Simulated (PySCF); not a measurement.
## Atomic charges by several schemes

C2H5F3SSi.
Geometry (GFN2-xTB, Å), atoms numbered from 1 in this order:
```
atom  x, y, z in Å
C1    -0.2669    1.7587    0.0583
Si2    0.4981    0.1087   -0.4415
S3     2.2988   -0.2652    0.6563
C4    -0.7659   -1.2764    0.0984
F5    -1.8699   -1.2716   -0.6717
F6    -0.2502   -2.5221    0.0062
F7    -1.1912   -1.1434    1.3693
H8    -1.1866    1.9517   -0.4877
H9    -0.4993    1.7761    1.1221
H10    0.4197    2.5753   -0.1434
H11    0.6884   -0.1232   -1.8696
H12    2.1262   -1.5694    0.8213
```

Density: PBE0/pcSseg-1 (PySCF); schemes: Mulliken, IAO, Hirshfeld and ESP-fitted. The structure is a single GFN2-xTB conformer in the gas phase; no vibrational or solvent corrections.

Which atoms carry the lowest charge in the Mulliken, IAO, Hirshfeld and ESP-fitted schemes?

The schemes don't all agree: Mulliken C1 (-0.629); IAO C1 (-0.721); Hirshfeld C1 (-0.205); ESP-fitted S3 (-0.362).

For which atoms does the sign change between the 4 schemes (beyond +0.03 e in one, beyond −0.03 e in another)?

For none.

Tabulate the Mulliken, IAO, Hirshfeld and ESP-fitted charges.

In e:

```csv
atom,environment,Mulliken,IAO,Hirshfeld,ESP-fitted
C1,Si-methyl carbon,-0.629,-0.721,-0.205,-0.338
Si2,SiH silicon,+0.695,+0.827,+0.337,+0.423
S3,sulfur bonded to Si and H,-0.374,-0.316,-0.134,-0.362
C4,CF3 carbon,+0.515,+0.547,+0.164,+0.260
F5,fluorine of a CF3 group,-0.273,-0.283,-0.103,-0.133
F6,fluorine of a CF3 group,-0.279,-0.290,-0.105,-0.160
F7,fluorine of a CF3 group,-0.272,-0.284,-0.103,-0.150
H8,methyl hydrogen,+0.158,+0.172,+0.054,+0.095
H9,methyl hydrogen,+0.169,+0.176,+0.052,+0.084
H10,methyl hydrogen,+0.156,+0.169,+0.052,+0.151
H11,Si–H hydrogen,-0.038,-0.117,-0.070,-0.084
H12,S–H hydrogen,+0.173,+0.121,+0.061,+0.216
```

Mean size of the charges over all atoms: IAO 0.335 e, Mulliken 0.311 e, ESP-fitted 0.205 e, Hirshfeld 0.120 e. Each set sums to the total charge, 0, to within 0.001 e. The ESP scheme is a least-squares fit of atom-centred charges to the potential on four shells outside the van der Waals surface, with the total charge fixed. The Hirshfeld scheme weights the molecular density at each point by an atom's share of the summed free-atom densities.

How many electrons does the IAO scheme count on F6?

Z − q = 9 − (-0.290) = 9.290.

How closely do the schemes follow one another over all atoms?

Correlation coefficient and root-mean-square difference: Mulliken with IAO 0.99, 0.058 e; IAO with Hirshfeld 0.99, 0.264 e; Mulliken with Hirshfeld 0.98, 0.228 e; Mulliken with ESP-fitted 0.97, 0.155 e; Hirshfeld with ESP-fitted 0.96, 0.104 e; IAO with ESP-fitted 0.95, 0.199 e.

Sum the charges by element, for elements with more than one atom.

```csv
element,atoms,Mulliken,IAO,Hirshfeld,ESP-fitted
C,2,-0.114,-0.174,-0.041,-0.079
F,3,-0.824,-0.857,-0.311,-0.443
H,5,+0.618,+0.521,+0.150,+0.461
```
